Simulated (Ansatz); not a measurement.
Start from `CO[SiH2][SiH2]Cl` and change one atom or group to get `CO[SiH2]CN`.

Ansatz, PBE0-D4/def2-TZVP geometries, multiplicity 1. Each molecule was computed in one conformer, which needn't be the lowest.

| property | `CO[SiH2][SiH2]Cl` |
| --- | --- |
| LUMO energy (ωB97M-V/def2-TZVPP) / eV | 1.00 |
| size of the dipole moment (PBE/def2-TZVPP) / D | 2.11 |
| LUMO energy (B3LYP/def2-TZVPP) / eV | -0.95 |
| HOMO–LUMO gap (PBE/def2-TZVPP) / eV | 5.17 |
| HOMO energy (B3LYP/def2-TZVPP) / eV | -7.83 |
| HOMO–LUMO gap (PBE0/def2-TZVPP) / eV | 7.25 |

Question: Give the same properties after the change, and the shifts. (Estimate.)

Answer: Ansatz gave: 
```csv
property,`CO[SiH2]CN`,shift
LUMO energy (ωB97M-V/def2-TZVPP) / eV,2.27,1.27
size of the dipole moment (PBE/def2-TZVPP) / D,1.91,-0.20
LUMO energy (B3LYP/def2-TZVPP) / eV,0.48,1.43
HOMO–LUMO gap (PBE/def2-TZVPP) / eV,5.36,0.19
HOMO energy (B3LYP/def2-TZVPP) / eV,-6.68,1.15
HOMO–LUMO gap (PBE0/def2-TZVPP) / eV,7.68,0.43
```

With PBE0 the HOMO rises by 1.14 eV and the LUMO rises by 1.57 eV, so the gap widens by about 0.43 eV. PBE moves the HOMO by 1.40 eV and ωB97M-V by 0.82 eV. Dipoles are sizes alone; their direction can turn.

B3LYP here is the variant with VWN-RPA as its local correlation; programs differ in this.
